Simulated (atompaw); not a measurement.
**u(r) = r·R(r): atom against pseudo-atom (technetium)**

Columns: radius, all-electron u(r) and pseudo u(r) of the 4d shell (level -10.24 eV) of technetium in the configuration [Ar] 3d10 4s2 4p6 4d5 5s1.5 5p0; PBE, scalar-relativistic, PAW (atompaw) scheme, atompaw 4.2.0.5.

| r (bohr) | all-electron | pseudo |
| --- | --- | --- |
| 0.081 | -0.1016 | 0.0005 |
| 0.162 | -0.2991 | 0.0043 |
| 0.242 | -0.3870 | 0.0142 |
| 0.323 | -0.3434 | 0.0326 |
| 0.404 | -0.2121 | 0.0613 |
| 0.485 | -0.0411 | 0.1010 |
| 0.565 | 0.1342 | 0.1508 |
| 0.646 | 0.2993 | 0.2107 |
| 0.727 | 0.4425 | 0.2782 |
| 0.808 | 0.5603 | 0.3505 |
| 0.888 | 0.6513 | 0.4236 |
| 0.969 | 0.7196 | 0.4959 |
| 1.050 | 0.7666 | 0.5632 |
| 1.131 | 0.7955 | 0.6226 |
| 1.212 | 0.8096 | 0.6718 |
| 1.292 | 0.8118 | 0.7085 |
| 1.373 | 0.8048 | 0.7331 |
| 1.454 | 0.7907 | 0.7451 |
| 1.535 | 0.7713 | 0.7454 |
| 1.615 | 0.7484 | 0.7358 |
| 1.696 | 0.7226 | 0.7179 |
| 1.777 | 0.6950 | 0.6942 |
| 1.858 | 0.6664 | 0.6668 |
| 1.938 | 0.6378 | 0.6381 |
| 2.019 | 0.6087 | 0.6088 |
| 2.100 | 0.5800 | 0.5800 |

Q: How many radial nodes do the two functions have?

A: The all-electron 4d function has n − l − 1 = 1; the pseudo-wave has 0, since the states of the same l below it are removed with the core.

Q: Is the pseudo-wave norm-conserving?

A: No, it belongs to a PAW set: the norm inside the radius is not constrained, and the difference is carried by the augmentation charge.
